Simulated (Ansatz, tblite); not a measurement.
Removing and adding an electron: Ta2O7H4 (relaxed from a model of H4Ta2O7, whose bonding it doesn't keep). The state is a singlet with charge 0. Geometry: PBE-D4/def2-SVP. Ansatz, gas phase; energy differences of separate SCF runs; the oxidised species was run as a doublet alone; the reduced species was run as a doublet alone.

Cartesian coordinates in Å:
```
O 0.590 1.405 2.378
Ta 0.657 1.670 0.656
O -0.350 3.256 0.254
O 2.497 1.905 0.156
O -0.120 0.121 -0.205
Ta -0.619 -1.708 -0.595
O 0.729 -2.725 -0.164
O -2.142 -2.256 0.439
O -0.970 -1.938 -2.470
H -0.844 3.848 0.847
H 3.303 1.843 0.696
H -2.216 -2.931 1.136
H -0.514 -2.491 -3.128
```

In the def2 sets Ta takes a core potential; there is no spin–orbit coupling. The xTB rows come from tblite. LC-ωPBE has ω = 0.4 bohr⁻¹. HOMO above LUMO, or a gap near zero within one spin, warns that the state may not be the lowest or that an electron is smeared out.

| level | −HOMO (eV) | vertical IE (eV) | −LUMO (eV) | vertical EA (eV) | HOMO–LUMO gap (eV) | IE − EA (eV) | remarks |
| --- | --- | --- | --- | --- | --- | --- | --- |
| GFN1-xTB | 11.61 | 14.11 | 6.70 | 4.57 | 4.91 | 9.54 | – |
| GFN2-xTB | 11.55 | 14.27 | 7.34 | 4.98 | 4.20 | 9.29 | – |
| PBE-D4/def2-TZVP | 7.41 | 9.92 | 1.76 | – | 5.64 | – | gap within one spin near zero (+1 doublet) |
| PBE-D4/def2-TZVPD | 7.49 | – | 1.88 | 0.13 | 5.61 | – | HOMO above zero (-1 doublet) |
| PBE0-D4/def2-TZVP | 8.98 | 10.60 | 0.96 | – | 8.01 | – | – |
| PBE0-D4/def2-TZVPD | 9.03 | – | 1.06 | -0.12 | 7.97 | – | HOMO above zero (-1 doublet) |
| LC-ωPBE/def2-TZVP | 11.79 | 11.17 | -1.30 | – | 13.09 | – | – |
| LC-ωPBE/def2-TZVPD | 11.83 | – | -0.75 | -0.62 | 12.58 | – | HOMO above zero (-1 doublet) |

   A HOMO above zero means that the electron is unbound at that level or that self-interaction error raises the level; the energy of removing that electron tells which. Raw xTB energy differences between charge states are shifted by several eV; the methods need an empirical correction for them. A negative affinity means that the extra electron isn't bound; its size then hangs on the basis.
